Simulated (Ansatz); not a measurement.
`C=C=C[SiH2][SiH3]` and `C=C=CF` differ in one atom or group.

Ansatz, PBE0-D4/def2-TZVP geometries, multiplicity 1. Each molecule was computed in one conformer, which needn't be the lowest.

```json
{"property": "HOMO energy (PBE0/def2-TZVPP) / eV", "`C=C=C[SiH2][SiH3]`": "-7.42"}
{"property": "LUMO energy (B3LYP/def2-TZVPP) / eV", "`C=C=C[SiH2][SiH3]`": "-0.62"}
{"property": "HOMO–LUMO gap (PBE0/def2-TZVPP) / eV", "`C=C=C[SiH2][SiH3]`": "6.99"}
{"property": "size of the dipole moment (ωB97M-V/def2-TZVPP) / D", "`C=C=C[SiH2][SiH3]`": "0.64"}
{"property": "LUMO energy (PBE/def2-TZVPP) / eV", "`C=C=C[SiH2][SiH3]`": "-1.35"}
{"property": "HOMO–LUMO gap (ωB97M-V/def2-TZVPP) / eV", "`C=C=C[SiH2][SiH3]`": "11.02"}
```

What does the change do to each property? (Best estimate.)

Ansatz gave: 
```tsv
property	`C=C=CF`	shift
HOMO energy (PBE0/def2-TZVPP) / eV	-7.49	-0.07
LUMO energy (B3LYP/def2-TZVPP) / eV	-0.90	-0.28
HOMO–LUMO gap (PBE0/def2-TZVPP) / eV	6.84	-0.15
size of the dipole moment (ωB97M-V/def2-TZVPP) / D	1.71	1.07
LUMO energy (PBE/def2-TZVPP) / eV	-1.68	-0.33
HOMO–LUMO gap (ωB97M-V/def2-TZVPP) / eV	11.24	0.22
```

With PBE0 the HOMO falls by 0.07 eV and the LUMO falls by 0.22 eV, so the gap narrows by about 0.15 eV. PBE moves the HOMO by 0.12 eV and ωB97M-V by -0.23 eV. Dipoles are sizes alone; their direction can turn.

B3LYP here is the variant with VWN-RPA as its local correlation; programs differ in this.
